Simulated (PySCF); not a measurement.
C2H3N, SMILES [C-]#[N+]C.

Geometry optimised at PBE0-D3(BJ)/def2-TZVP.

Computed with CAM-B3LYP/def2-TZVPD in PySCF.

Symmetry labels are those of the subgroup Cs that the program uses (full group C3v).

Computed valence orbital energies around the gap with their symmetry:
```
orbital  symmetry  energy (eV)
-------  --------  -----------
HOMO−7         A'       -28.45
HOMO−6         A'       -23.40
HOMO−5         A'       -17.23
HOMO−4         A'       -15.09
HOMO−3         A"       -15.09
HOMO−2         A'       -11.16
HOMO−1         A"       -11.16
HOMO           A'       -10.28
LUMO           A'         0.60
LUMO+1         A'         1.73
LUMO+2         A"         1.73
LUMO+3         A'         2.17
```
